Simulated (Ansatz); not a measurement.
`FCC(F)(F)F` + HBr → `FC(F)(F)CBr` + H–F at 600 K and 1 bar (substitution at a C–F bond).

Computed with Ansatz on PBE0-D4/def2-TZVP structures; ΔE is electronic, products minus reactants. CCSD(T)/CBS is the MP2 limit (def2-TZVPP, def2-QZVPP) plus CCSD(T) − MP2 in def2-TZVPP, frozen cores. This one scheme is used for every species. For Br outer-core shells are correlated without core-valence functions, which leaves a few kJ/mol of doubt a bond. Scalar relativity is left out up to krypton.

```
      species  CCSD(T)/CBS energy (Eh)  H − E (kJ/mol)  S (J/(mol·K))
 `FCC(F)(F)F`               -476.47126           168.8          388.9
          HBr              -2573.91920            33.5          219.1
`FC(F)(F)CBr`              -2950.00902           165.5          413.4
          H–F               -100.39570            42.3          194.0
```

H − E and S are ideal-gas, rigid-rotor, harmonic terms from PBE0-D4/def2-TZVP. 1 Eh = 2625.50 kJ/mol, R = 8.31446 J/(mol·K).

Task: By hand: ΔE, ΔH, ΔS and ΔG.

Result: ΔE = (-2950.00902) + (-100.39570) − (-476.47126) − (-2573.91920) = -0.01426 Eh = -37.4 kJ/mol. Δ(H − E) = 165.5 + 42.3 − 168.8 − 33.5 = 5.5, so ΔH = -31.9 kJ/mol. ΔS = 413.4 + 194.0 − 388.9 − 219.1 = -0.6 J/(mol·K). ΔG = -31.9 − 600 × (-0.6)/1000 = -31.5 kJ/mol.

Task: By hand: the equilibrium constant, and the temperature at which ΔG would vanish if ΔH and ΔS stayed fixed.

Result: log₁₀ K = −ΔG/(RT ln 10) = 2.7. ΔG = 0 at ΔH/ΔS = 53167 K, far beyond where these terms or the molecules hold.

The number of gas molecules stays the same, so ΔS is small and ΔH decides. A doubt of 5 kJ/mol in ΔE shifts log₁₀ K by 0.4 here. These are equilibria of isolated gas molecules and say nothing of rates. Largest T1 diagnostic: 0.011 (customary marks: 0.02 for closed shells, 0.045 for open ones).
